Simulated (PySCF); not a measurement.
ZrI₃, SMILES [I][Zr]([I])[I] (connectivity only; charge and spin as stated), neutral, multiplicity 2. Atoms are numbered in the order given.

```xyz
4

Zr     0.0000     0.0000     0.0000
I      2.7065     0.0000     0.0000
I     -1.3533    -2.3439     0.0000
I     -1.3533     2.3439     0.0000
```
Charge 0, spin multiplicity 2.

The structure is a stationary point at B3LYP-D3(BJ)/def2-SVP. The spin state was assumed, not searched. The isomer is the one that the SMILES or the coordinates give; other isomers of the formula were not compared. The def2 effective core potentials stand for the cores of I, Zr; spin–orbit coupling is left out.

The numbers are results of CAM-B3LYP/def2-TZVP run with PySCF, not measurements.

Atomic charges (e):

| atom | Löwdin | Mulliken | Mulliken spin |
|---|---|---|---|
| Zr1 | -0.55 | 0.92 | 1.08 |
| I2 | 0.18 | -0.31 | -0.03 |
| I3 | 0.18 | -0.31 | -0.03 |
| I4 | 0.18 | -0.31 | -0.03 |
